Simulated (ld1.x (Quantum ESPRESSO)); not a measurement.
# Logarithmic derivatives: krypton, TM

ld1.x (Quantum ESPRESSO) 7.5 input, shortened:

```
&input
   title='Kr', zed=36., rel=1, dft='PBE', iswitch=3,
   config='[Ar] 3d10 4s2 4p6'
 /
 &inputp
   pseudotype=2, tm=.true., lloc=-1, rcloc=1.35,
   nlcc=.true., rcore=0.70
 /
3
4S  1  0   2.00   0.00  1.45  1.45  0.0
4P  2  1   6.00   0.00  1.10  1.10  0.0
3D  3  2  10.00   0.00  0.90  0.90  0.0
 &test
   configts(1)='3d10 4s2 4p6'
 /
```

The phase is arctan(r·u′/u) with u = r·R(r), unwrapped; energies in Ry, scanned from -8 to 5 Ry. A pole is an energy at which the radial function vanishes at the test radius. The pseudo phase is shifted by a multiple of π to meet the all-electron one at the reference energy, and phase errors are pseudo minus all-electron; the curves can meet again beyond the range given. Levels narrower than the energy grid can be missing from the lists of poles.

```tsv
channel	radius (bohr)	reference energy (Ry)	poles, all-electron	poles, pseudo	unbroken range about the reference energy with phases within 0.05 rad	phase error 1 Ry above the reference energy (rad)
s	1.60	-1.69	2.75	1.49, 4.50	below 1.2	-0.007
p	1.60	-0.68	4.89	3.75	below 3.3	-0.009
d	1.60	-5.98	-5.89	-5.89	below 0.2	+0.002
```

Phases in the p channel:

```csv
E (Ry),all-electron,pseudo
-8.00,1.316,1.311
-7.52,1.305,1.300
-7.04,1.292,1.287
-6.56,1.278,1.272
-6.08,1.261,1.255
-5.60,1.242,1.236
-5.12,1.218,1.212
-4.64,1.190,1.184
-4.16,1.156,1.149
-3.68,1.112,1.104
-3.20,1.054,1.046
-2.72,0.974,0.967
-2.24,0.860,0.853
-1.76,0.687,0.681
-1.28,0.416,0.413
-0.80,0.019,0.019
-0.32,-0.433,-0.434
0.16,-0.794,-0.802
0.64,-1.032,-1.046
1.12,-1.186,-1.204
1.60,-1.289,-1.313
2.08,-1.363,-1.392
2.56,-1.418,-1.454
3.04,-1.461,-1.505
3.52,-1.496,-1.550
4.00,-1.526,-1.593
4.48,-1.551,-1.638
4.96,-1.574,-1.688
```
